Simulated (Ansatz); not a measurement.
Ansatz (an electronic-structure program) input:

Ansatz 0.2 input:
```yaml
crystal:
  periodic: [false, false, false]
  atoms:
    - {symbol: B, position_ang: [-0.14803781, 0.69147789, -0.31457610]}
    - {symbol: Cl, position_ang: [0.99304335, -0.55184561, 0.08917547]}
    - {symbol: C, position_ang: [-1.66368058, 0.66810897, -0.00803348]}
    - {symbol: H, position_ang: [-2.11310286, 1.66099964, 0.01463259]}
    - {symbol: H, position_ang: [-1.90022710, 0.13529247, 0.91845667]}
    - {symbol: H, position_ang: [-2.14613456, 0.11903998, -0.82799080]}
basis:
  gaussian:
    orbitals: def2-TZVPD
hamiltonian:
  xc: {name: PBE0}
magnetization: {spin_polarized: true, initial_magnetization: 1}
output: {forces: true}
```

**Question.** Which total energy does the run end on?

**Answer.** -524.72927 Eh (PBE0/def2-TZVPD). The basis has 147 functions.

It need not be the lowest isomer of its formula.
